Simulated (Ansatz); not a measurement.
`C[N](C)[Ga]([NH2])[SH]` + `C[O][Mg][OH]` → `C[N](C)[Ga]([OH])[SH]` + `C[O][Mg][NH2]`  (redistribution)

Calculated with Ansatz (gas phase, PBE0-D4/def2-TZVP geometries, no zero-point term in ΔE). CCSD(T)/CBS adds triple-zeta CCSD(T) − MP2 to the extrapolated MP2 energy (def2 sets, frozen cores). Functionals use def2-TZVPP. B3LYP here is the variant with VWN-RPA as its local correlation; programs differ in this. For Ga, Mg outer-core shells are correlated without core-valence functions, which leaves a few kJ/mol of doubt a bond. Scalar relativity is left out up to krypton. Each species was taken in one conformer, which may not be the lowest.

| species | B3LYP energy (Eh) |
| --- | --- |
| `C[N](C)[Ga]([NH2])[SH]` | -2514.41087 |
| `C[O][Mg][OH]` | -391.22150 |
| `C[N](C)[Ga]([OH])[SH]` | -2534.29978 |
| `C[O][Mg][NH2]` | -371.31910 |

Question: Work out ΔE.

Answer: ΔE = (-2534.29978) + (-371.31910) − (-2514.41087) − (-391.22150) = 0.01349 Eh = +35.4 kJ/mol. CCSD(T)/CBS gives +42.1 kJ/mol.

Largest T1 diagnostic among the species: 0.013.

From PBE to PBE0 (25 % exact exchange), in def2-TZVPP and without D4, ΔE moves by +3.9 kJ/mol.
